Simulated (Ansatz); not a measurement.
Reaction (cleavage of the Si–Si bond): `O[SiH](F)[SiH2]F` + `NBO` → `NBO[SiH2]F` + `O[SiH2]F`

Isolated molecules relaxed with PBE0-D4/def2-TZVP in Ansatz; ΔE leaves out vibrations. CBS: MP2 limit from def2 TZ/QZ plus the TZ coupled-cluster correction, frozen cores. This one scheme is used for every species. One conformer a species, not always the lowest.

| species | CCSD(T)/CBS(def2) energy (Eh) |
| --- | --- |
| `O[SiH](F)[SiH2]F` | -855.49429 |
| `NBO` | -157.17416 |
| `NBO[SiH2]F` | -546.75933 |
| `O[SiH2]F` | -465.96250 |

(1) Work out ΔE.

Largest T1 diagnostic among the species: 0.012.

Results:

(1) ΔE = (-546.75933) + (-465.96250) − (-855.49429) − (-157.17416) = -0.05338 Eh = -140.1 kJ/mol.

From PBE to PBE0 (25 % exact exchange), in def2-TZVPP and without D4, ΔE moves by −10.7 kJ/mol. In def2-TZVPP, CCSD(T) changes the Hartree–Fock value by +21.0 kJ/mol (the triples alone add +2.8 kJ/mol) and MP2 by +13.2 kJ/mol.
